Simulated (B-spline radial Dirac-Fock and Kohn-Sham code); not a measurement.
The computed values come from a B-spline atomic structure program: ΔSCF Dirac-Fock with Breit, self-energy and vacuum polarisation, finite nucleus, configuration average. No correlation.

**Question.** An atom or ion in its tabulated ground configuration has these computed binding energies (the last is its least bound level). Which is it?

| level | binding energy (eV) |
| --- | --- |
| K | 2662.0 |
| L1 | 389.0 |
| L2,3 | 330.7 |

**Answer.** S⁷⁺: Z = 16 with 9 electrons, [He] 2s2 2p5. The hydrogen-like estimate √(E/Ry) = 14.0 for the K level lies 2.0 below Z; the outermost level, at 330.7 eV, fixes the charge.
